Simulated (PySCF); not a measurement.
This script is equivalent to a calculation on Al⁺ (aluminium, charge +1).

```python
from pyscf import gto, scf, dft, mp, cc
import basis_set_exchange as bse
mol = gto.M(atom="Al 0 0 0", charge=1, spin=0, symmetry="D2h",
            basis=gto.basis.parse(bse.get_basis("x2c-TZVPPall", elements=["Al"], fmt="nwchem", augment_diffuse=1)),
            nucmod="G")
mf = dft.UKS(mol, xc="PBE").sfx2c1e()
mf.irrep_nelec = {'Ag': (3, 3), 'B1u': (1, 1), 'B2u': (1, 1), 'B3u': (1, 1)}
mf.kernel()
```

(1) What total energy does it give?

(2) Which occupied shell lies highest, and where?

Results:

(1) -242.447 hartree (calculated).

(2) 3s, at -14.812 eV.
